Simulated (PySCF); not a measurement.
This triplet is an excited state, 0.49 eV above the relaxed singlet at the level PBE-D3(BJ)/def2-TZVP // PBE-D3(BJ)/def2-SVP (PySCF).

```xyz
17

Ni    -0.0563    -0.2322     0.2351
N      1.6872    -1.2843     0.4798
H      1.5800    -2.2988     0.2960
H      2.0584    -1.2388     1.4465
H      2.4822    -0.9958    -0.1167
N     -2.0042    -0.0216     0.8421
H     -2.0960     0.1715     1.8563
H     -2.5721    -0.8757     0.6935
H     -2.5459     0.7324     0.3851
N      0.6239     1.6775     0.5148
H      0.7871     1.9027     1.5131
H     -0.0237     2.4116     0.1797
H      1.5240     1.8802     0.0466
N     -0.3192    -0.4223    -1.7853
H      0.5419    -0.2778    -2.3405
H     -1.0104     0.2347    -2.1870
H     -0.6569    -1.3632    -2.0589
```

Charge 2, multiplicity 3.

### Question
Give the Mulliken and meta-Löwdin atomic charges from PBE-D3(BJ)/def2-TZVP // PBE-D3(BJ)/def2-SVP (PySCF).

### Answer

| atom | Mulliken (e) | meta-Löwdin (e) |
|---|---|---|
| Ni1 | 0.47 | 0.98 |
| N2 | -0.56 | -0.60 |
| H3 | 0.31 | 0.28 |
| H4 | 0.31 | 0.28 |
| H5 | 0.30 | 0.28 |
| N6 | -0.56 | -0.60 |
| H7 | 0.31 | 0.28 |
| H8 | 0.31 | 0.28 |
| H9 | 0.30 | 0.28 |
| N10 | -0.54 | -0.57 |
| H11 | 0.31 | 0.28 |
| H12 | 0.31 | 0.28 |
| H13 | 0.31 | 0.28 |
| N14 | -0.54 | -0.57 |
| H15 | 0.31 | 0.28 |
| H16 | 0.31 | 0.28 |
| H17 | 0.31 | 0.28 |
